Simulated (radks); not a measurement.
Task: Neutral chromium, configuration [Ar] 3d5 4s1. Method: scalar-relativistic Kohn-Sham, PBE, spin-polarised, spherical densities, finite nucleus; open shells are filled with parallel spins first; Fermi nuclear charge, rms radius 3.6452 fm; computed with a radial shooting solver on a logarithmic mesh with Libxc functionals. Some entries of the table are withheld. Estimate them.

orbital,occ.,eigenvalue (hartree),<1/r> (bohr^-1)
1s up,1,-216.0687,23.88
1s down,1,-216.0686,23.88
2s up,1,-24.49222,5.048
2s down,1,-24.43421,5.056
2p up,3,-20.57389,(1)
2p down,3,-20.52954,(2)
3s up,1,-2.74802,1.565
3s down,1,-2.58657,1.562
3p up,3,-1.69939,1.424
3p down,3,-1.53913,1.420
4s up,1,-0.16420,0.3914
3d up,5,(3),0.9755

Result: 
(1) 2p up <1/r> (bohr^-1): 4.948
(2) 2p down <1/r> (bohr^-1): 4.956
(3) 3d up eigenvalue (hartree): -0.13681
